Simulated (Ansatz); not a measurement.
Program: Ansatz. Geometries: PBE0-D4/def2-TZVP. ΔE: electronic, gas phase. CCSD(T)/CBS adds triple-zeta CCSD(T) − MP2 to the extrapolated MP2 energy (def2 sets, frozen cores). Functionals use def2-TZVPP. HSE06 is defined as in plane-wave codes. For Se outer-core shells are correlated without core-valence functions, which leaves a few kJ/mol of doubt a bond. Scalar relativity is left out up to krypton. Each species was taken in one conformer, which may not be the lowest.

`[SeH]C1N[SiH2]1` + `B[SiH2][SiH3]` → `[SiH3][SiH2]B[SeH]` + `C1N[SiH2]1`  (formal exchange of groups at the Se–C bond)

`[SeH]C1N[SiH2]1`:

```xyz
9

Se    0.865   -0.643    1.953
C     0.410   -0.392    0.090
N    -1.005   -0.199   -0.264
Si   -0.109    1.223   -0.608
H     0.365   -2.025    2.051
H     0.994   -1.047   -0.555
H    -1.430   -0.870   -0.886
H    -0.405    2.414    0.211
H     0.315    1.541   -1.991
```

`B[SiH2][SiH3]`:

Cartesian coordinates in Å:
```
B -0.850 1.607 -0.551
Si 0.789 0.488 -0.430
Si 0.023 -1.444 0.680
H -1.611 1.485 -1.465
H -1.155 2.345 0.338
H 1.882 1.069 0.398
H 1.349 0.052 -1.739
H -1.030 -2.121 -0.124
H -0.549 -1.090 2.007
H 1.151 -2.393 0.885
```

`[SiH3][SiH2]B[SeH]`:

Z-matrix (Å, degrees):
```
Si
Si 1 2.346
H 1 1.488 2 109.8
H 1 1.488 2 111.0 3 120.1
H 1 1.488 2 110.2 3 -119.5
B 2 1.993 1 107.2 3 61.1
H 2 1.492 1 108.1 3 -59.7
H 2 1.491 1 108.3 3 -177.1
Se 6 1.899 2 123.4 1 -96.1
H 6 1.194 2 123.2 1 79.5
H 9 1.473 6 98.4 2 -4.2
```

`C1N[SiH2]1`:

Cartesian coordinates in Å:
```
C -0.634 -0.653 -0.245
N 0.691 -0.670 0.444
Si 0.358 0.883 -0.225
H -0.696 -1.318 -1.103
H -1.523 -0.684 0.383
H 0.673 -0.885 1.430
H -0.102 1.992 0.643
H 1.234 1.334 -1.327
```

```
    level  ΔE (kcal/mol)
revPBE-D4          -34.0
 HSE06-D4          -34.9
```

**Question.** What does CCSD(T)/CBS give? (Best estimate.)

**Answer.** Computed: -34.6 kcal/mol. The listed levels differ from it by 0.6, -0.3 kcal/mol.

Largest T1 diagnostic among the species: 0.014.

In def2-TZVPP, CCSD(T) changes the Hartree–Fock value by −2.9 kcal/mol (the triples alone add −0.6 kcal/mol) and MP2 by −2.9 kcal/mol. Leaving LDA and LC-ωPBE aside and taking each functional with its dispersion term where it has one, the values, not all of them listed here, spread over 2.5 kcal/mol, from r2SCAN-D4 to BLYP-D4. LDA lies −1.0 kcal/mol from PBE without D4. At CCSD(T), def2-SVP lies −1.4 kcal/mol from the extrapolated value and def2-TZVPP +0.1 kcal/mol.

CCSD(T)/CBS has its own doubt, a few kJ/mol and more with outer-core shells, so smaller differences from it don't rank the levels.
